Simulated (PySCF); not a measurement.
OsO2, SMILES [O]=[Os]=[O] (connectivity only; charge and spin as stated), neutral, multiplicity 3.

The structure is a stationary point at r2SCAN-D4/def2-TZVP. The multiplicity is an assumed one; other spin states were not compared. The def2 effective core potentials stand for the cores of Os; spin–orbit coupling is left out.

Two levels are set side by side: PBE/def2-TZVPD (PySCF) and CAM-B3LYP/def2-TZVPD (PySCF). Same geometry, gas phase. Differences are taken from unrounded values.

```csv
quantity,CAM-B3LYP,PBE,PBE minus CAM-B3LYP
α-spin orbital gap (eV),7.11,2.22,-4.89
β-spin orbital gap (eV),5.85,0.78,-5.08
dipole moment (D),2.21,1.68,-0.53
mean polarisability (bohr³),44.1,45.9,1.8
```

Loosely held outer electrons make PBE densities more polarisable. Differences between two approximate levels are no errors against the true value.

Rough cost on one machine, each run with all the roots and properties that it gave: CAM-B3LYP against PBE within a factor of 2.
